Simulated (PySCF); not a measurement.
What does the PBE0-D3(BJ)/def2-SVP structure of `Br[Si](Br)(I)I` look like in three dimensions?

```xyz
5
Br2I2Si angstrom
Br     2.0197   -0.9658    0.1322
Si     0.0425    0.0115    0.0019
Br     0.2672    2.1404    0.5510
I     -0.8011   -0.1549   -2.2728
I     -1.4942   -1.0669    1.5464
```

Orientation and origin are arbitrary. Atoms count from 1 in this order. Si2 (four-coordinate silicon) is tetrahedral (angles from 108.7° to 110.2°).

Bonds between heavy atoms (Å): Br1–Si2 2.209, Si2–Br3 2.210, Si2–I4 2.432, Si2–I5 2.431.

Theory: PBE0-D3(BJ)/def2-SVP geometry optimisation, gas phase, def2 core potentials past Kr (PySCF 2.14.0).

Point group: C2v (every atom within 0.08 Å of its image). No PBE0-D3(BJ)/def2-SVP frequencies stand behind this structure, so it isn't proved a minimum.

***

Problem. What does the PBE0-D3(BJ)/def2-SVP structure of `C[O][AlH2]` look like in three dimensions?

Solution. 
```xyz
8
CH5AlO angstrom
C     -1.393   -0.277    0.140
O     -0.242    0.439   -0.154
Al     1.431    0.204   -0.314
H     -1.190   -1.335    0.398
H     -2.086   -0.271   -0.720
H     -1.927    0.178    0.992
H      2.038   -1.246   -0.083
H      2.274    1.487   -0.690
```

Orientation and origin are arbitrary. Atoms count from 1 in this order. Al3 (aluminium bonded to O and 2 H) is planar (angles 124.8°, 119.3° and 115.8°, sum 360.0°, 0.00 Å off the plane of its three neighbours).

Bonds between heavy atoms (Å): C1–O2 1.387, O2–Al3 1.696.

Computed, not measured: PBE0-D3(BJ)/def2-SVP geometry optimisation, gas phase in PySCF.

Point group: near Cs, missed by 0.09 Å at most; the miss may be what the optimiser left on a soft mode. No frequency check. One conformer, not necessarily the lowest (C1–O2–Al3–H 0° and 180°).
